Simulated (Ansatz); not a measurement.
Consider the ligand exchange at the In–O bond: `[SiH3][O][In]([Cl])[Cl]` + `CNC` → `C[N](C)[In]([Cl])[Cl]` + `O[SiH3]`.

Isolated molecules relaxed with PBE0-D4/def2-TZVP in Ansatz; ΔE leaves out vibrations. CBS: MP2 limit from def2 TZ/QZ plus the TZ coupled-cluster correction, frozen cores. DFT in def2-TZVPP. Elements past krypton have def2 core potentials. For In outer-core shells are correlated without core-valence functions, which leaves a few kJ/mol of doubt a bond. Each species was taken in one conformer, which may not be the lowest.

Q: Is it downhill or uphill in electronic energy at CCSD(T)/CBS, and by how much? (Estimate.)

A: Computed: Uphill: ΔE = +22.0 kJ/mol.

Q: What do these levels give: ωB97X-V, ωB97M-V, PBE, revPBE, r2SCAN0, CCSD/def2-TZVPP? (Estimate.)

A: The calculation gave: ωB97X-V 26.8, ωB97M-V 25.2, PBE 22.9, revPBE 27.3, r2SCAN0 27.2, CCSD/def2-TZVPP 24.8 kJ/mol.

Largest T1 diagnostic among the species: 0.014.

In def2-TZVPP, CCSD(T) changes the Hartree–Fock value by −23.5 kJ/mol (the triples alone add −2.9 kJ/mol) and MP2 by −28.6 kJ/mol. From BLYP to BHLYP (50 % exact exchange), in def2-TZVPP and without D4, ΔE moves by +4.7 kJ/mol. At CCSD(T), def2-SVP lies +8.9 kJ/mol from the extrapolated value and def2-TZVPP −0.1 kJ/mol.
